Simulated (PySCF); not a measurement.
## Electronic structure of Al+ (aluminium, charge +1) at the UHF level

Configuration: [Ne] 3s1 4s1, high-spin 3S determinant (an excited configuration). All numbers are calculated (PySCF 2.14, no relativity, point nucleus, in aug-cc-pwCVTZ (8s7p5d3f, 75 functions)).

```
Total energy                                     : -241.296911 hartree
One-electron energy                              : -329.9595 hartree
Hartree (Coulomb) energy                         : 106.4519 hartree
Exchange energy                                  : -17.7893 hartree
Kinetic energy                                   : 241.29688 hartree
⟨S²⟩                                             : 2.0001
⟨L²⟩                                             : 0.000
Sum of ⟨r⟩                                       : 13.13 bohr
Sum of ⟨r²⟩                                      : 47.43 bohr²
Density at the nucleus (Gaussians lack the cusp) : 1380 bohr⁻³
Spin density at the nucleus                      : 4.53 bohr⁻³
Langevin diamagnetic susceptibility              : -37.6 ×10⁻⁶ cm³/mol
```

| shell | electrons | mean orbital energy (eV) | rms radius, mean of both spins (bohr) |
| --- | --- | --- | --- |
| 1s α | 1 | -1607.1 | 0.139 |
| 1s β | 1 | -1606.7 | 0.139 |
| 2s α | 1 | -148.59 | 0.677 |
| 2s β | 1 | -147.72 | 0.677 |
| 2p α | 3 | -102.33 | 0.673 |
| 2p β | 3 | -101.99 | 0.673 |
| 3s α | 1 | -23.070 | 2.38 |
| 4s α | 1 | -7.274 | 6.17 |

The outer electron is Rydberg-like, and this basis confines it to a smaller radius and binds it less than a complete one would.
